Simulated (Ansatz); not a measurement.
Stepwise reaction of `Cl[SiH2][O][GeH2][Cl]` with hydrogen, as a gas-phase model of exchange steps in deposition or etching. ΔE in kJ/mol.

Calculated with Ansatz (gas phase, PBE0-D4/def2-TZVP geometries, no zero-point term in ΔE). CCSD(T)/CBS adds triple-zeta CCSD(T) − MP2 to the extrapolated MP2 energy (def2 sets, frozen cores). This one scheme is used for every species. DFT in def2-TZVPP. B3LYP here is the variant with VWN-RPA as its local correlation; programs differ in this. For Ge outer-core shells are correlated without core-valence functions, which leaves a few kJ/mol of doubt a bond. Scalar relativity is left out up to krypton. Each species was taken in one conformer, which may not be the lowest.

| step | reaction | PBE-D4 | B3LYP-D4 | ωB97M-V | CCSD(T)/CBS |
| --- | --- | --- | --- | --- | --- |
| 1 | `Cl[SiH2][O][GeH2][Cl]` + H₂ → `Cl[SiH2][O][GeH3]` + HCl | 64.1 | 64.4 | 63.5 | 62.2 |
| 2 | `Cl[SiH2][O][GeH3]` + H₂ → `[SiH3][O][GeH3]` + HCl | 95.8 | 95.0 | 97.1 | 96.1 |

(1) By hand: ΔE of the 2 steps together at CCSD(T)/CBS.

## Answers

(1) (62.2) + (96.1) = 158.3 kJ/mol, or 79.2 kJ/mol a step.

In ΔE each step is higher than the one before. All are uphill at CCSD(T)/CBS. PBE-D4 differs from CCSD(T)/CBS by -0.3 to 1.9 kJ/mol a step. Isolated molecules leave out the surface, adducts and barriers. Largest T1 diagnostic: 0.012.
